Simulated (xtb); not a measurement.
C6H13BO2, charge +1, doublet, from a rough starting geometry (a state made from the parent by changing its charge; the spin is typed, not shown lowest); GFN2-xTB (xtb 6.7.1).

xtb was given this input:
```
$ xtb mol.xyz --gfn 2 --chrg 1 --uhf 1 --opt vtight --json

# file mol.xyz
22

C     -1.75208651     0.19168707     0.94504365
C     -0.71634288     0.19536436    -0.31508467
C     -1.09111637    -0.84717409    -1.31530631
O     -0.78735693     1.47686284    -0.85698273
B      0.23100430     2.21366220    -0.57858629
O      1.15638162     1.53672820     0.10789735
C      0.73655549     0.14534507     0.20142753
C      0.98116565    -0.38067789     1.62009121
C      1.67503845    -0.63680659    -0.74058290
H     -2.74915443     0.34220806     0.48985243
H     -1.53093535     0.94172311     1.56687865
H     -1.70912747    -0.78648246     1.42027647
H     -2.15547930    -0.77410835    -1.60010932
H     -0.51885635    -0.80123541    -2.16290330
H     -0.95164653    -1.87884158    -0.90086609
H      0.36719461     3.34806712    -0.86918356
H      0.46106640     0.23467550     2.35240769
H      2.03944206    -0.39511455     1.83830338
H      0.62940340    -1.42811115     1.74184525
H      1.64365972    -0.27881504    -1.75127154
H      2.70014662    -0.57391634    -0.44591612
H      1.41764793    -1.69416607    -0.81305717
```

**Question.** Write the output that xtb gives for this input, abridged.

**Answer.** 
```
   ID    Z sym.   atoms
    1    6 C      1-3, 7-9
    2    8 O      4, 6
    3    5 B      5
    4    1 H      10-22

           -------------------------------------------------
          |                Calculation Setup                |
           -------------------------------------------------

           -------------------------------------------------
          |                 G F N 2 - x T B                 |
           -------------------------------------------------

          ...................................................
          :                      SETUP                      :
          :.................................................:
          :  # basis functions                  49          :
          :  # atomic orbitals                  49          :
          :  # shells                           31          :
          :  # electrons                        51          :
          :  max. iterations                   250          :
          :  Hamiltonian                  GFN2-xTB          :
          :  restarted?                      false          :
          :  GBSA solvation                  false          :
          :  PC potential                    false          :
          :  electronic temp.          300.0000000     K    :
          :  accuracy                    1.0000000          :
          :  -> integral cutoff          0.2500000E+02      :
          :  -> integral neglect         0.1000000E-07      :
          :  -> SCF convergence          0.1000000E-05 Eh   :
          :  -> wf. convergence          0.1000000E-03 e    :
          :  Broyden damping             0.4000000          :
          :  net charge                          1          :
          :  unpaired electrons                  1          :
          ...................................................

 iter      E             dE          RMSdq      gap      omega  full diag
   1    -28.6553865 -0.286554E+02  0.512E+00    8.23       0.0  T
   2    -28.7700640 -0.114677E+00  0.321E+00    6.82       1.0  T
   3    -28.7715289 -0.146495E-02  0.151E+00    7.26       1.0  T
   4    -28.7794292 -0.790032E-02  0.486E-01    7.29       1.0  T
   5    -28.7837485 -0.431923E-02  0.245E-01    7.35       1.0  T
   6    -28.7848029 -0.105442E-02  0.991E-02    7.34       1.0  T
   7    -28.7848845 -0.816501E-04  0.262E-02    7.31       1.0  T
   8    -28.7848901 -0.556428E-05  0.123E-02    7.33       1.7  T
   9    -28.7848926 -0.245683E-05  0.365E-03    7.32       5.8  T
  10    -28.7848926 -0.748688E-07  0.148E-03    7.32      14.4  T
  11    -28.7848927 -0.268290E-07  0.720E-04    7.32      29.6  T
  12    -28.7848927 -0.157557E-08  0.198E-04    7.32     107.9  T

   *** convergence criteria satisfied after 12 iterations ***

         :::::::::::::::::::::::::::::::::::::::::::::::::::::
         ::                     SUMMARY                     ::
         :::::::::::::::::::::::::::::::::::::::::::::::::::::
         :: total energy             -28.429922456931 Eh    ::
         :: gradient norm              0.185769863603 Eh/a0 ::
         :: HOMO-LUMO gap              7.319021820727 eV    ::
         ::.................................................::
         :: SCC energy               -28.784777966407 Eh    ::
         :: -> isotropic ES            0.128826118768 Eh    ::
         :: -> anisotropic ES         -0.004314835884 Eh    ::
         :: -> anisotropic XC          0.009307017403 Eh    ::
         :: -> dispersion             -0.014791827362 Eh    ::
         :: repulsion energy           0.354855509476 Eh    ::
         :: add. restraining           0.000000000000 Eh    ::
         :: total charge               1.000000000000 e     ::
         :::::::::::::::::::::::::::::::::::::::::::::::::::::

      -----------------------------------------------------------
     |                   =====================                   |
     |                        A N C O P T                        |
[...]
 * total energy  :   -28.4554981 Eh     change       -0.1260297E-03 Eh
 * total energy  :   -28.4555562 Eh     change       -0.5803028E-04 Eh
 * total energy  :   -28.4555794 Eh     change       -0.2325271E-04 Eh
 * total energy  :   -28.4555890 Eh     change       -0.9534921E-05 Eh
 * total energy  :   -28.4555942 Eh     change       -0.5261352E-05 Eh
 * total energy  :   -28.4555995 Eh     change       -0.5295751E-05 Eh
 * total energy  :   -28.4556025 Eh     change       -0.3028947E-05 Eh
 * total energy  :   -28.4556034 Eh     change       -0.8179575E-06 Eh
 * total energy  :   -28.4556035 Eh     change       -0.1553146E-06 Eh
 * total energy  :   -28.4556036 Eh     change       -0.1022287E-06 Eh
 * total energy  :   -28.4556036 Eh     change        0.1288003E-07 Eh
 * total energy  :   -28.4556037 Eh     change       -0.5446068E-07 Eh
   *** GEOMETRY OPTIMIZATION CONVERGED AFTER 21 ITERATIONS ***
         :: total energy             -28.455603663968 Eh    ::
[...]
     5   5 B        2.711     0.421    15.545     6.611
     6   8 O        1.642    -0.246    18.105     5.744
     7   6 C        3.848     0.165    17.921     6.022
     8   6 C        3.755    -0.142    23.289     6.881
     9   6 C        3.753    -0.122    22.889     6.822
    10   1 H        0.924     0.118     1.626     1.994
    11   1 H        0.925     0.087     1.906     2.159
    12   1 H        0.925     0.099     1.796     2.096
    13   1 H        0.924     0.127     1.555     1.950
    14   1 H        0.925     0.105     1.744     2.065
    15   1 H        0.925     0.092     1.863     2.135
    16   1 H        0.943     0.012     2.859     2.643
    17   1 H        0.925     0.105     1.744     2.065
    18   1 H        0.924     0.127     1.555     1.950
    19   1 H        0.925     0.092     1.863     2.135
    20   1 H        0.925     0.087     1.906     2.159
    21   1 H        0.924     0.118     1.626     1.994
    22   1 H        0.925     0.099     1.796     2.096

 Mol. C6AA /au·bohr⁶  :       3309.813814
 Mol. C8AA /au·bohr⁸  :      74151.653847
 Mol. α(0) /au        :         84.988018

Wiberg/Mayer (AO) data.
largest (>0.10) Wiberg bond orders for each atom

 ---------------------------------------------------------------------------
     #   Z sym  total        # sym  WBO       # sym  WBO       # sym  WBO
 ---------------------------------------------------------------------------
     1   6 C    3.946 --    11 H    0.978    12 H    0.975    10 H    0.943
                             2 C    0.903
     2   6 C    3.896 --     4 O    1.065     3 C    1.032     1 C    0.903
                             7 C    0.734
     3   6 C    3.977 --     2 C    1.032    15 H    0.969    14 H    0.957
                            13 H    0.923
     4   8 O    2.419 --     5 B    1.127     2 C    1.065
     5   5 B    3.288 --     6 O    1.127     4 O    1.127    16 H    0.961
     6   8 O    2.419 --     5 B    1.127     7 C    1.065
     7   6 C    3.896 --     6 O    1.065     8 C    1.031     9 C    0.903
                             2 C    0.734
     8   6 C    3.977 --     7 C    1.031    19 H    0.969    17 H    0.957
                            18 H    0.923
     9   6 C    3.946 --    20 H    0.978    22 H    0.975    21 H    0.943
                             7 C    0.903
    10   1 H    0.985 --     1 C    0.943
    11   1 H    0.992 --     1 C    0.978
    12   1 H    0.990 --     1 C    0.975
    13   1 H    0.982 --     3 C    0.923
    14   1 H    0.989 --     3 C    0.957
    15   1 H    0.991 --     3 C    0.969
    16   1 H    0.999 --     5 B    0.961
    17   1 H    0.989 --     8 C    0.957
    18   1 H    0.982 --     8 C    0.923
    19   1 H    0.991 --     8 C    0.969
    20   1 H    0.992 --     9 C    0.978
    21   1 H    0.985 --     9 C    0.943
    22   1 H    0.990 --     9 C    0.975
 ---------------------------------------------------------------------------

Topologies differ in total number of bonds
Writing topology from bond orders to xtbtopo.mol

molecular dipole:
                 x           y           z       tot (Debye)
 q only:       -0.029      -0.297       0.073
   full:       -0.040      -0.396       0.098       1.042
molecular quadrupole (traceless):
                xx          xy          yy          xz          yz          zz
 q only:        2.282      -0.461      -0.849      -0.376      -0.096      -1.433
  q+dip:        3.657      -0.836      -2.599      -0.351       0.489      -1.059
   full:        3.928      -1.158      -3.121      -1.205       0.814      -0.807

optimized geometry written to: xtbopt.xyz

           -------------------------------------------------
          | TOTAL ENERGY              -28.455603663968 Eh   |
          | GRADIENT NORM               0.000062248618 Eh/α |
          | HOMO-LUMO GAP               5.988442011514 eV   |
           -------------------------------------------------
```
